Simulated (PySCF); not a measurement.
Compound: C5H7NO.
SMILES: `CC(=O)NC1=CC1`

Torsions of this conformer, `[CH3:1][C:2](=[O:3])[NH:4][C:5]1=[CH:6][CH2:7]1`: C1–C2–N4–C5 180°, C2–N4–C5–C6 0°.

The closed-shell ground state was solved at several levels (PySCF, density fitting, gas phase, non-relativistic). The structure is a single GFN2-xTB conformer in the gas phase; no vibrational or solvent corrections.

```tsv
level	basis functions	total energy (Eh)	HOMO (eV)	LUMO (eV)	gap (eV)	dipole (D)
PBE0/pcSseg-1	154	-324.2351	-6.39	-0.21	6.18	3.68
CAM-B3LYP/def2-SVPD	199	-324.2665	-7.73	0.79	8.52	3.73
```

(1) What might PBE0/def2-SVPD (199 basis functions) give for the same quantities?

(2) Over all these levels, which gives the widest orbital gap and which the narrowest?

(3) How far do the dipole and the HOMO energy spread over the levels?

Answers

(1) Total energy -324.0571 Eh, HOMO -6.45 eV, LUMO -0.36 eV, gap 6.09 eV, dipole 3.67 D.

(2) CAM-B3LYP/def2-SVPD (range-separated hybrid) has the widest, 8.52 eV, and PBE0/def2-SVPD (global hybrid, 25 % exact exchange) the narrowest, 6.09 eV. The two share the basis. From the narrowest to the widest the HOMO moves by -1.28 eV and the LUMO by +1.15 eV.

(3) The dipole runs from 3.67 to 3.73 D (mean 3.69 D) and the HOMO from -7.73 to -6.39 eV.
